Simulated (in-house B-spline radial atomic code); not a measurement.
## RPBE excitations of Zn III (Zn2+)

Method: RPBE. Computed with an all-electron radial atomic-structure program (B-spline basis): linear response of the closed shell [Ar] 3d10 with the functional's adiabatic kernel; non-relativistic, point nucleus, no spin-orbit coupling, no double excitations, S, P, D and F terms only. Only terms of natural parity with L up to 3 were computed.

Without relativity these are model numbers for so heavy an element.

Command:
```bash
python run_td.py task.json out
```
Settings (radii: box in bohr, nucleus in fm):
```
Z                        30
electrons                28
configuration            [Ar] 3d10
hamiltonian              nr
method                   rpbe,pbe
box_radius               29.48
intervals                55
```

Run time, properties included: 1.3 s on 1 thread of Arm Neoverse N1 (shared host).

The lowest states, in the order of their Tamm-Dancoff energies; the method's threshold (minus the highest occupied level) is 30.96 eV. Labels give the largest channel, * marks a mixed state, and oscillator strengths are full-response dipole values. Semilocal kernels can invert the small singlet-triplet splittings of Rydberg terms. Energies in eV:

```csv
state,full response,Tamm-Dancoff,oscillator strength
3d → 4s 3D,8.019,8.049,-
3d → 4s 1D,8.581,8.590,-
3d → 4p 3P,?,?,-
3d → 4p 3F,14.982,15.001,-
3d → 4p 1F,15.254,15.257,-
3d → 4p 1P,16.018,16.090,0.431
3d → 5s 3D,?,?,-
3d → 5s 1D,22.966,22.967,-
3d → 4d 3S,23.056,23.075,-
3d → 4d 3D,23.399,23.403,-
3d → 4d 1D,23.622,23.632,-
3d → 5p 3P,24.791,24.797,-
3d → 5p 3F,24.818,24.822,-
3d → 4d 1S,24.679,24.857,-
3d → 5p 1F,24.879,24.879,-
3d → 5p 1P,25.017,25.031,0.0384
3d → 6s 3D,26.833,26.835,-
3d → 6s 1D,26.867,26.868,-
```

Problem. Where does 3d → 4p 3P lie?

Solution. At 14.910 eV in full response, 14.937 eV in Tamm-Dancoff.

Problem. Where does 3d → 5s 3D lie?

Solution. At 22.871 eV in full response, 22.876 eV in Tamm-Dancoff.

Problem. How large is the singlet-triplet splitting of 3d → 4s (D terms) in Tamm-Dancoff?

Solution. 0.541 eV, from the unrounded values.

Problem. What polarisabilities and dispersion coefficient does the method give?

Solution. Dipole 2.918 bohr³, quadrupole 9.95 bohr⁵, C6 7.814 hartree·bohr⁶ for two such species.
